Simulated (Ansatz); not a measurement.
`[CH3][Al]1[CH2]C[SiH2]1` + `CC(N)F` → `CNC(C)F` + `[CH2]1C[SiH2][AlH]1`  (substitution at a C–Al bond)

Calculated with Ansatz (gas phase, PBE0-D4/def2-TZVP geometries, no zero-point term in ΔE). CBS: MP2 limit from def2 TZ/QZ plus the TZ coupled-cluster correction, frozen cores. Functionals use def2-TZVPP. B3LYP here is the variant with VWN-RPA as its local correlation; programs differ in this. Each species was taken in one conformer, which may not be the lowest.

| level | ΔE (kJ/mol) |
| --- | --- |
| PBE-D4 | 76.2 |
| B3LYP-D4 | 73.3 |
| ωB97X-V | 70.6 |
| B2PLYP | 76.2 |
| PBE | 77.6 |
| HF/def2-TZVPP | 65.7 |
| CCSD/def2-TZVPP | 73.6 |
| CCSD/CBS(def2) | 75.3 |

Question: What does CCSD(T)/CBS give? (An estimate is asked.)

Answer: The calculation gave: +76.3 kJ/mol. The listed levels differ from it by -0.1, -3.0, -5.7, -0.1, 1.3, -10.6, -2.7, -1.0 kJ/mol.

Largest T1 diagnostic among the species: 0.012.

In def2-TZVPP, CCSD(T) changes the Hartree–Fock value by +8.8 kJ/mol (the triples alone add +0.9 kJ/mol) and MP2 by +13.0 kJ/mol.
